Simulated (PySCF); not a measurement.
Species: C8H13N.
SMILES with atom numbers: `[H]/[N:9]=[C:8]1\[C@@H:4]([CH2:3][CH2:2][CH3:1])[CH2:5][CH:6]=[CH:7]1`

NICS = −σ at a ghost point: NICS(0) at the centroid of the ring atoms, NICS(1) 1 Å to either side along the normal of their mean plane, zz for the tensor component along that normal. Level: GIAO PBE0/pcSseg-1 (PySCF, non-relativistic, gas phase) on the GFN2-xTB geometry, one conformer.

Ring bond lengths (Å), with Mayer bond orders in brackets: C4–C5 1.538 (0.98), C5–C6 1.495 (1.05), C6–C7 1.331 (1.77), C7–C8 1.454 (1.05), C8–C4 1.526 (0.94).

**Question.** Give the NICS values of each ring in ppm.

**Answer.** 
```csv
ring,type,NICS(0),"NICS(1), two faces","NICS(1)zz, two faces",rms pucker (Å),"centre to ring atoms, mean (Å)"
C4–C5–C6–C7–C8,"5-membered carbocycle; formal bonds 1 double, 4 single",0.6,-3.0 / -3.2,-3.9 / -2.7,0.01,1.25
```

**Question.** What can be read from them?

**Answer.** 
- C4–C5–C6–C7–C8: mean NICS(1)zz -3.3 ppm, shielded. C4, C5 have four or more neighbours; no verdict on aromaticity is drawn.

**Question.** At the second NICS(1) probe listed for ring C4–C5–C6–C7–C8, 1 Å off the ring, how large is the induced field along the normal in 14.1 T applied along it?

**Answer.** NICSzz × B0 = -2.7 ppm × 14.1 T = -38 μT, against the applied field.

**Question.** List the ring angles and the Hirshfeld charges of the ring atoms.

**Answer.** 
- C4–C5–C6–C7–C8: C4 104.4° (-0.027 e), C5 104.5° (-0.070 e), C6 112.7° (-0.024 e), C7 110.7° (-0.058 e), C8 107.7° (+0.081 e); sum 540.0° against 540° for a flat convex ring.

**Question.** What are the shieldings of the ring atoms and their hydrogens in the same run (means over atoms taken as equivalent)?

**Answer.** 
```csv
atoms,environment,σ isotropic (ppm),"principal values of the symmetric part, first atom (ppm)"
C4,sp3 CH carbon,140.5,"130.5, 133.8, 157.2"
C5,allylic carbon,144.4,"128.7, 142.1, 162.5"
C6,alkene CH carbon,27.7,"-92.1, 27.8, 147.5"
C7,alkene CH carbon,42.2,"-60.7, 53.2, 134.0"
C8,imine carbon,-5.2,"-106.3, 0.2, 90.6"
H on C4,methine hydrogen,29.76,"27.5, 27.9, 33.9"
H on C5,methylene hydrogen,28.86,"24.5, 27.4, 34.6"
H on C5,methylene hydrogen,29.50,"24.4, 30.6, 33.5"
H on C6,vinylic hydrogen,24.60,"23.2, 24.3, 26.3"
H on C7,vinylic hydrogen,25.17,"23.9, 24.6, 27.1"
```

Hardware: one thread, Intel Xeon at 2.50 GHz (x86_64), no GPU (shared host). Cost: 3.1 min wall, 1.8 min CPU, 0.97 GiB resident at most. This is the whole shielding run at PBE0/pcSseg-1, SCF included.

Conformer computed: `[H]/[N:9]=[C:8]1\[C@@H:4]([CH2:3][CH2:2][CH3:1])[CH2:5][CH:6]=[CH:7]1`: C1–C2–C3–C4 179°, C2–C3–C4–C5 72°.
